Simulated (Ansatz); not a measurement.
## Which is lower?

Two relaxed structures of B2H3OF, closed shell (PBE0-D4/def2-TZVP; forces vanish, vibrations not checked).

A:

| atom | x (Å) | y (Å) | z (Å) |
| --- | --- | --- | --- |
| B1 | -0.7368 | 1.0233 | 0.4845 |
| O2 | 0.0079 | 0.0191 | 0.0133 |
| B3 | 0.7503 | -0.9778 | -0.4630 |
| F4 | 0.1445 | -2.0500 | -0.9509 |
| H5 | -1.0406 | 1.0154 | 1.6425 |
| H6 | -1.0670 | 1.8932 | -0.2689 |
| H7 | 1.9417 | -0.9232 | -0.4576 |

B:

```json
{"atom": "B1", "x (Å)": "0.6344", "y (Å)": "-0.1065", "z (Å)": "0.1994"}
{"atom": "O2", "x (Å)": "-0.4168", "y (Å)": "1.0579", "z (Å)": "0.5177"}
{"atom": "B3", "x (Å)": "0.2132", "y (Å)": "-1.2317", "z (Å)": "-0.7310"}
{"atom": "F4", "x (Å)": "-0.0945", "y (Å)": "-2.2144", "z (Å)": "-1.5195"}
{"atom": "H5", "x (Å)": "-1.2001", "y (Å)": "0.7220", "z (Å)": "0.9655"}
{"atom": "H6", "x (Å)": "-0.6769", "y (Å)": "1.5331", "z (Å)": "-0.2781"}
{"atom": "H7", "x (Å)": "1.6610", "y (Å)": "0.0760", "z (Å)": "0.7693"}
```

Ansatz 0.2.0; basis: def2-TZVPP; cores frozen in the correlated methods. B3LYP uses VWN-RPA correlation.

Q: Which structure is lower at CCSD(T), and by how much? (Judge from chemistry; the value comes from the calculation.)

A: By the calculation: A, by 506.4 kJ/mol (electronic energy, against the other). By their contacts, A is B₂H₃OF ([BH2][O][BH][F]) and B is B₂H₃OF ([OH2][BH][B][F]).

All methods give the same order:

```csv
method,E(B) − E(A) (kJ/mol)
PBE-D4,480.5
r2SCAN-D4,507.8
PBE0-D4,495.6
B3LYP-D4,515.7
wB97M-V,504.8
HF,566.8
MP2,518.8
CCSD,514.2
CCSD(T),506.4
```

The T1 diagnostic stays at or below 0.015.

Labels in which every atom is bracketed show which atoms are joined, not bond orders.

For scale, one of the runs: CCSD(T)/def2-TZVPP, 166 basis functions, launched by `ansatz run in.yaml --threads 2 --pin off --events-out ev --progress --plain --max-ram 4352MiB`. Time: 16 s of wall clock on 2 CPU threads of an AMD EPYC 9R45; the host was shared. Peak host memory: 1.4 GiB.
